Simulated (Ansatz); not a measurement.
Stepwise reaction of `[SH][AlH][SH]` with methanol, as a gas-phase model of exchange steps in deposition or etching. ΔE in kJ/mol.

Gas-phase electronic energies from Ansatz, PBE0-D4/def2-TZVP geometries. CCSD(T)/CBS adds triple-zeta CCSD(T) − MP2 to the extrapolated MP2 energy (def2 sets, frozen cores). This one scheme is used for every species. Functionals use def2-TZVPP. B3LYP here is the variant with VWN-RPA as its local correlation; programs differ in this. One conformer a species, not always the lowest.

| step | reaction | PBE-D4 | B3LYP-D4 | ωB97M-V | CCSD(T)/CBS |
| --- | --- | --- | --- | --- | --- |
| 2 | `C[O][AlH][SH]` + CH₃OH → `C[O][AlH][O]C` + H₂S | -11.5 | -24.2 | -19.9 | -17.5 |

Question: Give the row of step 1, `[SH][AlH][SH]` + CH₃OH → `C[O][AlH][SH]` + H₂S. (An estimate is asked.)

Answer: The calculation gave: 
```csv
step,reaction,PBE-D4,B3LYP-D4,ωB97M-V,CCSD(T)/CBS
1,`[SH][AlH][SH]` + CH₃OH → `C[O][AlH][SH]` + H₂S,-12.5,-25.2,-21.1,-18.9
```

Question: By hand: ΔE of the 2 steps together at CCSD(T)/CBS.

Answer: (-18.9) + (-17.5) = -36.4 kJ/mol, or -18.2 kJ/mol a step.

In ΔE the steps differ by no more than 1.4 kJ/mol. All are downhill at CCSD(T)/CBS. PBE-D4 differs from CCSD(T)/CBS by 6.0 to 6.4 kJ/mol a step. Isolated molecules leave out the surface, adducts and barriers. Largest T1 diagnostic: 0.012.
